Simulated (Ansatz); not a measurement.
Cost and result for the atomization energy of C$_{2}$H$_{9}$NOSi, SMILES `CC(N)O[SiH3]` (14 atoms, 13 bonds).

```xyz
14

C     1.071   -0.002   -1.158
C     0.131    0.662   -0.176
N     0.705    1.859    0.334
O    -0.184   -0.253    0.885
Si   -1.357   -1.399    0.806
H     2.004   -0.269   -0.654
H     1.295    0.676   -1.982
H     0.632   -0.916   -1.562
H    -0.808    0.933   -0.679
H     1.583    1.659    0.799
H     0.089    2.296    1.008
H    -2.626   -0.805    0.295
H    -1.546   -1.915    2.182
H    -0.989   -2.526   -0.097
```

Total charge 0; spin multiplicity 1. The geometry is a stationary point of PBE0-D4/def2-TZVP. It is one conformer, not always the lowest. Program: Ansatz. All runs use 4 threads of an AMD EPYC 9R45 on a shared host. Times are those of one run each, without the atoms' runs, and a repeat can differ threefold. Electronic energies, without spin–orbit coupling; frozen cores. CCSD(T)/CBS adds CCSD(T) − MP2 in def2-TZVPP to the MP2 limit, and its time is that of the two runs behind it. T1 = 0.011. B3LYP takes the VWN-RPA correlation (the form of Gaussian; ORCA's B3LYP/G). HSE06 is the plane-wave form, built on full-range PBE exchange.

CCSD(T)/CBS is a level of theory with its own doubt, some kJ/mol a heavy atom from the limit and from the frozen cores, so smaller differences don't rank the functionals.

```json
{"level": "HSE06-D4/def2-TZVPP", "functions": "292", "wall time": "1.8 s"}
{"level": "BHLYP-D4/def2-TZVPP", "functions": "292", "wall time": "1.9 s"}
{"level": "CAM-B3LYP-D4/def2-TZVPP", "functions": "292", "wall time": "2.1 s"}
{"level": "r2SCANh-D4/def2-TZVPP", "functions": "292", "wall time": "2.5 s"}
{"level": "B3LYP-D4/def2-TZVPP (with forces)", "functions": "292", "wall time": "3.1 s"}
{"level": "PBE-QIDH/def2-TZVPP", "functions": "292", "wall time": "3.2 s"}
{"level": "B2PLYP/def2-TZVPP", "functions": "292", "wall time": "3.2 s"}
{"level": "CCSD(T)/def2-SVP", "functions": "119", "wall time": "3.3 s"}
{"level": "ωB97X-V/def2-TZVPP", "functions": "292", "wall time": "4.1 s"}
{"level": "ωB97M-V/def2-TZVPP (with forces)", "functions": "292", "wall time": "6 s"}
{"level": "MP2/def2-QZVPP", "functions": "568", "wall time": "14 s"}
{"level": "CCSD(T)/def2-TZVPP", "functions": "292", "wall time": "110 s"}
{"level": "CCSD(T)/CBS(def2)", "functions": "–", "wall time": "120 s"}
```

Question: What atomization energy does each give, and how far from CCSD(T)/CBS? (An estimate is asked.)

Answer: The calculation gave: 
```csv
level,atomization (kcal/mol),difference from CCSD(T)/CBS,per bond
HSE06-D4/def2-TZVPP,1213.9,-4.0,-0.3
BHLYP-D4/def2-TZVPP,1186.1,-31.8,-2.4
CAM-B3LYP-D4/def2-TZVPP,1225.0,7.1,0.5
r2SCANh-D4/def2-TZVPP,1207.9,-10.0,-0.8
B3LYP-D4/def2-TZVPP (with forces),1218.2,0.3,0.0
PBE-QIDH/def2-TZVPP,1204.3,-13.6,-1.0
B2PLYP/def2-TZVPP,1203.8,-14.1,-1.1
CCSD(T)/def2-SVP,1147.6,-70.3,-5.4
ωB97X-V/def2-TZVPP,1221.6,3.7,0.3
ωB97M-V/def2-TZVPP (with forces),1220.6,2.7,0.2
MP2/def2-QZVPP,1216.1,-1.8,-0.1
CCSD(T)/def2-TZVPP,1185.7,-32.2,-2.5
CCSD(T)/CBS(def2),1217.9,0.0,0.0
```

At CCSD(T), def2-SVP lies −70.3 kcal/mol from the extrapolated value and def2-TZVPP −32.2 kcal/mol: correlation converges slowly with the basis, and small sets miss more of it in the bonded molecule than in its fragments. From r2SCAN to r2SCAN0 (25 % exact exchange), in def2-TZVPP and without D4, the atomization energy moves by −16.3 kcal/mol: exact exchange takes away binding that semilocal exchange gives to molecules. In def2-TZVPP, CCSD(T) changes the Hartree–Fock value by +304.9 kcal/mol (the triples alone add +15.5 kcal/mol) and MP2 by +316.0 kcal/mol; breaking electron pairs costs correlation energy, which Hartree–Fock lacks.
